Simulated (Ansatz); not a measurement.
Cost and result for the atomization energy of `F[SiH](F)C#C[SiH3]` (10 atoms, 9 bonds).

| atom | x (Å) | y (Å) | z (Å) |
| --- | --- | --- | --- |
| F1 | -2.3179 | -1.4193 | 1.8576 |
| Si2 | -2.2833 | -0.4573 | 0.6022 |
| F3 | -3.0031 | 0.8902 | 1.0131 |
| C4 | -0.5618 | -0.1033 | 0.1735 |
| C5 | 0.5841 | 0.1144 | -0.1612 |
| Si6 | 2.3173 | 0.4496 | -0.6511 |
| H7 | -3.0303 | -1.0814 | -0.4985 |
| H8 | 3.0133 | 1.1037 | 0.4818 |
| H9 | 2.9720 | -0.8378 | -0.9828 |
| H10 | 2.3098 | 1.3414 | -1.8347 |

Charge 0, multiplicity 1. The structure was optimised at the PBE0-D4/def2-TZVP level. Program: Ansatz. All runs use 4 threads of an Arm Neoverse V2 on a shared host. Times are those of one run each, without the atoms' runs, and a repeat can differ threefold. Electronic energies, without spin–orbit coupling; frozen cores. CCSD(T)/CBS adds CCSD(T) − MP2 in def2-TZVPP to the MP2 limit, and its time is that of the two runs behind it. T1 = 0.013. HSE06 is the plane-wave form, built on full-range PBE exchange.

CCSD(T)/CBS is a level of theory with its own doubt, some kJ/mol a heavy atom from the limit and from the frozen cores, so smaller differences don't rank the functionals.

| level | functions | wall time |
| --- | --- | --- |
| LDA (SPW92)/def2-TZVPP | 264 | 1.1 s |
| revPBE-D4/def2-TZVPP | 264 | 1.7 s |
| BLYP-D4/def2-TZVPP | 264 | 1.7 s |
| PBE-D4/def2-TZVPP (with forces) | 264 | 2.1 s |
| PBE0-D4/def2-TZVPP | 264 | 2.6 s |
| HSE06-D4/def2-TZVPP | 264 | 2.9 s |
| r2SCAN-D4/def2-TZVPP (with forces) | 264 | 4.3 s |
| r2SCANh-D4/def2-TZVPP | 264 | 4.4 s |
| PBE-QIDH/def2-TZVPP | 264 | 5.5 s |
| CCSD(T)/def2-SVP | 112 | 6 s |
| MP2/def2-QZVPP | 488 | 20 s |
| CCSD(T)/def2-TZVPP | 264 | 3.3 min |
| CCSD(T)/CBS(def2) | – | 3.7 min |

**Question.** What atomization energy does each give, and how far from CCSD(T)/CBS? (Best estimate.)

**Answer.** Ansatz gave: 
```tsv
level	atomization (kJ/mol)	difference from CCSD(T)/CBS	per bond
LDA (SPW92)/def2-TZVPP	4547.9	508.7	56.5
revPBE-D4/def2-TZVPP	3965.5	-73.7	-8.2
BLYP-D4/def2-TZVPP	4010.2	-29.0	-3.2
PBE-D4/def2-TZVPP (with forces)	4067.4	28.2	3.1
PBE0-D4/def2-TZVPP	3990.4	-48.8	-5.4
HSE06-D4/def2-TZVPP	3993.1	-46.1	-5.1
r2SCAN-D4/def2-TZVPP (with forces)	4029.5	-9.7	-1.1
r2SCANh-D4/def2-TZVPP	3997.3	-41.9	-4.7
PBE-QIDH/def2-TZVPP	3992.2	-47.0	-5.2
CCSD(T)/def2-SVP	3753.2	-286.0	-31.8
MP2/def2-QZVPP	4111.3	72.1	8.0
CCSD(T)/def2-TZVPP	3925.0	-114.2	-12.7
CCSD(T)/CBS(def2)	4039.2	0.0	0.0
```

The D4 term adds +34.4 kJ/mol with B3LYP and +18.1 kJ/mol with PBE0; it sums over pairs of atoms, weighted by their polarisabilities, and B3LYP, whose exchange is more repulsive, gets the larger term. Leaving LDA and LC-ωPBE aside and taking each functional with its dispersion term where it has one, the values, not all of them listed here, spread over 171.9 kJ/mol, from BHLYP-D4 to PBE-D4. LDA lies +501.7 kJ/mol from PBE without D4, its usual overbinding. At CCSD(T), def2-SVP lies −286.0 kJ/mol from the extrapolated value and def2-TZVPP −114.2 kJ/mol: correlation converges slowly with the basis, and small sets miss more of it in the bonded molecule than in its fragments.

B3LYP here is the variant with VWN-RPA as its local correlation; programs differ in this.
